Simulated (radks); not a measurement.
Species: Pm. Configuration: [Xe] 4f5 6s2 (the NIST ground configuration). All-electron calculation, Dirac Kohn-Sham, PBE, spin-unpolarised, spherical densities, point nucleus; open shells fill j = l - 1/2 first. Program: a radial shooting solver on a logarithmic mesh with Libxc functionals.

Spin-orbit splittings of the eigenvalues, e(l+1/2) - e(l-1/2), with zeta = 2 splitting/(2l+1) and mean radii in bohr:

[
 {"shell": "2p", "occ.": "6", "splitting (eV)": "560.3", "zeta (eV)": "373.5", "<r> j=l-1/2": "0.08245", "<r> j=l+1/2": "0.08897"},
 {"shell": "3p", "occ.": "6", "splitting (eV)": "112.7", "zeta (eV)": "75.10", "<r> j=l-1/2": "0.2498", "<r> j=l+1/2": "0.2624"},
 {"shell": "3d", "occ.": "10", "splitting (eV)": "24.41", "zeta (eV)": "9.765", "<r> j=l-1/2": "0.2339", "<r> j=l+1/2": "0.2378"},
 {"shell": "4p", "occ.": "6", "splitting (eV)": "24.57", "zeta (eV)": "16.38", "<r> j=l-1/2": "0.6082", "<r> j=l+1/2": "0.6368"},
 {"shell": "4d", "occ.": "10", "splitting (eV)": "4.366", "zeta (eV)": "1.746", "<r> j=l-1/2": "0.6827", "<r> j=l+1/2": "0.6929"},
 {"shell": "4f", "occ.": "5", "splitting (eV)": "0.4657", "zeta (eV)": "0.1331", "<r> j=l-1/2": "1.064", "<r> j=l+1/2": "1.089"},
 {"shell": "5p", "occ.": "6", "splitting (eV)": "3.259", "zeta (eV)": "2.173", "<r> j=l-1/2": "1.631", "<r> j=l+1/2": "1.726"},
 {"shell": "5d", "occ.": "0", "splitting (eV)": "0.1717", "zeta (eV)": "0.06866", "<r> j=l-1/2": "3.270", "<r> j=l+1/2": "3.392"},
 {"shell": "6p", "occ.": "0", "splitting (eV)": "0.1759", "zeta (eV)": "0.1173", "<r> j=l-1/2": "5.875", "<r> j=l+1/2": "6.209"}
]
